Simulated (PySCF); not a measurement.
**Static response to an electric field**

C3H10OSi2.
Geometry (GFN2-xTB, Å), atoms numbered from 1 in this order:
```xyz
16
C3H10OSi2 angstrom
C      1.8933    1.2695   -0.3871
C      1.7989   -0.0024   -0.0332
Si     0.2079   -1.0154   -0.0618
C     -0.2589   -1.5453    1.7010
O     -1.0105   -0.1310   -0.6737
Si    -1.9233    1.1134   -1.1519
H      2.8216    1.8207   -0.3560
H      1.0288    1.8181   -0.7278
H      2.6960   -0.5101    0.3016
H      0.3198   -2.1546   -0.9798
H     -0.3709   -0.6867    2.3580
H     -1.1979   -2.0907    1.7090
H      0.5014   -2.1912    2.1289
H     -3.2629    0.5571   -1.3259
H     -1.3613    1.6193   -2.4051
H     -1.8896    2.1384   -0.1076
```

Level: CAM-B3LYP/def2-SVPD (PySCF), static field, nuclei fixed, core orbitals frozen in the response. The polarisability tensor in these axes (au):

```
x   90.40  3.42  0.97
y    3.42 94.89 -8.96
z    0.97 -8.96 82.40
```

Question: Diagonalise the tensor; give its mean and Δα, where Δα² is half the sum of the squared differences of the eigenvalues.

Answer: Principal values 77.26, 90.17 and 100.27 au; mean 89.23 au = 13.22 Å³ = 14.71 × 10⁻⁴⁰ C²·m²/J; Δα = 19.97 au (22 % of the mean).

Question: What is the dipole moment, and where does it point?

Answer: (0.44, 0.27, 0.57) D, 0.77 D in size, pointing from the negative to the positive side. Measured along this direction, the outermost atoms are H14 at the negative end and H7 at the positive end.

Question: Orientational against electronic polarisability at 500 K (dilute gas, rigid molecules)?

Answer: In Gaussian units μ²/3kT = 2.85 Å³ against 13.22 Å³, a ratio of 0.22; the Debye molar polarisation (4π/3)N_A(α + μ²/3kT) is 40.6 cm³/mol, leaving out the vibrational part.

Question: What would n − 1 = 2πNα be for an ideal gas of these molecules at 350 K and 1 atm, electronic part alone?

Answer: N = p/kT = 2.0968 × 10¹⁹ cm⁻³, so n − 1 = 2π × N × 13.22 × 10⁻²⁴ cm³ = 1742 × 10⁻⁶ at long wavelengths.

Question: Find the Langevin capture rate constant for H3O+ (19.018 u) meeting this molecule (118.027 u), k = 2.342 × 10⁻⁹ cm³/s × √(α in Å³ / reduced mass in u).

Answer: The reduced mass is 16.38 u, so k = 2.10 × 10⁻⁹ cm³/s. The formula leaves out the permanent dipole, which adds to the capture rate.

Question: Rayleigh depolarisation ratio (linearly polarised light, static tensor)?

Answer: ρ = 3Δα²/(45ᾱ² + 4Δα²) = 1196.8/(358293 + 1595.7) = 0.00333.

Question: Estimate the molar refractivity from the static electronic polarisability.

Answer: Lorentz–Lorenz: R = (4π/3)N_A α = 2.5225 cm³/(mol·Å³) × 13.22 Å³ = 33.4 cm³/mol, in the limit of long wavelengths.

The structure is a single GFN2-xTB conformer in the gas phase; no vibrational or solvent corrections.
